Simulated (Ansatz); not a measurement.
`NC1(N)N[SiH2]1`, charge 0, multiplicity 1.

(1) Give a relaxed structure at PBE0-D4/def2-TZVP (Ansatz). (Estimate.)

## Answers

(1) Ansatz gave: 
```xyz
12

N     0.786    1.020   -0.838
C     0.149   -0.086   -0.182
N     0.402   -1.357   -0.793
N    -1.264    0.216    0.192
Si   -0.252    0.179    1.600
H     0.397    1.142   -1.770
H     1.772    0.818   -0.955
H     0.064   -2.115   -0.212
H    -0.098   -1.420   -1.678
H    -1.622    1.087   -0.181
H     0.209    1.425    2.252
H    -0.542   -0.909    2.564
```
This is one stationary point; other conformers may exist.
